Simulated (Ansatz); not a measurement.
`C[CH]([GeH3])C#N`. The species carries charge 0 and has multiplicity 1. All single points use the PBE0-D4/def2-TZVP geometry.

```xyz
12

C    -0.666    1.309   -0.152
C    -0.507   -0.162    0.237
Ge    1.410   -0.681    0.372
C    -1.161   -1.047   -0.701
N    -1.654   -1.751   -1.467
H    -1.720    1.590   -0.198
H    -0.173    1.949    0.582
H    -0.223    1.507   -1.130
H    -0.942   -0.341    1.225
H     1.518   -2.151    0.794
H     2.050    0.232    1.430
H     2.069   -0.453   -0.994
```

**Question.** What is the dipole moment at ωB97M-V/def2-TZVPP? (Estimate.)

**Answer.** The calculation gave: 4.08 D, with components (1.81, 2.59, 2.58) D in this frame, pointing from negative to positive charge.

**Question.** And with PBE, r2SCAN, B3LYP? (Estimate.)

**Answer.** Ansatz gave: PBE 4.01 D, r2SCAN 4.13 D, B3LYP 4.09 D.

**Question.** Give the Mulliken charges with ωB97M-V, r2SCAN, PBE in def2-TZVPP. (Estimate.)

**Answer.** The calculation gave: 
| atom | ωB97M-V | r2SCAN | PBE |
| --- | --- | --- | --- |
| C1 | -0.31 | -0.16 | -0.26 |
| C2 | -0.19 | 0.04 | -0.01 |
| Ge3 | 0.08 | 0.12 | 0.11 |
| C4 | -0.18 | -0.24 | -0.35 |
| N5 | -0.03 | -0.06 | 0.07 |
| H6 | 0.13 | 0.07 | 0.10 |
| H7 | 0.12 | 0.06 | 0.10 |
| H8 | 0.13 | 0.07 | 0.11 |
| H9 | 0.15 | 0.08 | 0.11 |
| H10 | 0.04 | 0.01 | 0.01 |
| H11 | 0.02 | -0.01 | 0.00 |
| H12 | 0.04 | 0.01 | 0.01 |

B3LYP here is the variant with VWN-RPA as its local correlation; programs differ in this.
